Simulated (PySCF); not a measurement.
**Ionisation energy of Ar²⁺ by level of theory**

Ar²⁺ [Ne] 3s2 3p4 (3P) → Ar³⁺ [Ne] 3s2 3p3 (4S), as a difference of total energies. All numbers are calculated (PySCF 2.14, the spin-free X2C one-electron Hamiltonian (Gaussian nucleus), in aug-cc-pVDZ-DK). Correlated levels: valence: [Ne] frozen. The calculations carry no spin-orbit coupling.

```csv
method,ionisation energy (eV),difference from reference (eV)
UHF,39.300,-1.435
M06-2X,40.652,-0.083
MN15,40.945,+0.210
MP2 (valence),39.788,-0.947
SCS-MP2 (valence),39.802,-0.933
CCSD (valence),39.801,-0.934
CCSD(T) (valence),39.813,-0.922
```

Reference: 40.735 ± 0.012 eV (semi-empirical (NIST evaluation); NIST Atomic Spectra Database, ionization energies).

The reference lies between the lowest fine-structure levels, while these numbers refer to the centres of the terms.

Errors of the correlated levels include the incompleteness of this basis and the frozen core.
